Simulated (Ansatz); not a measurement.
Frontier orbitals of `C[Si]1(N)CO1`.

Cartesian coordinates in Å:
```
C -1.510 0.025 -0.740
Si 0.187 -0.058 -0.008
N 1.237 0.936 -0.890
C 0.526 -0.567 1.685
O 0.717 -1.522 0.546
H -1.507 -0.336 -1.772
H -1.895 1.048 -0.739
H -2.192 -0.603 -0.165
H 2.221 1.007 -0.695
H 0.991 1.311 -1.790
H -0.240 -0.903 2.382
H 1.466 -0.338 2.186
```

Charge 0, multiplicity 1. The geometry is a stationary point of PBE0-D4/def2-TZVP. It is one conformer, not always the lowest. Basis def2-TZVPP, the Gaussian-basis code of Ansatz.

| functional | HOMO (eV) | LUMO (eV) | gap (eV) |
| --- | --- | --- | --- |
| PBE | -5.46 | -0.15 | 5.31 |
| revPBE | -5.39 | -0.08 | 5.31 |
| r2SCAN | -5.70 | 0.56 | 6.26 |
| PBE0 | -6.81 | 0.67 | 7.48 |
| B3LYP | -6.60 | 0.32 | 6.92 |
| r2SCAN0 | -6.98 | 1.15 | 8.13 |
| LC-ωPBE | -9.57 | 2.76 | 12.33 |
| ωB97M-V | -9.10 | 2.07 | 11.17 |

From PBE to PBE0 the HOMO moves by −1.35 eV and the LUMO by +0.82 eV, and with ωB97M-V by −3.64 and +2.22 eV, so the gap grows from 5.31 to 11.17 eV with exact exchange. A positive LUMO is unbound and depends on the basis.

B3LYP here is the variant with VWN-RPA as its local correlation; programs differ in this. LC-ωPBE has ω = 0.4 bohr⁻¹.
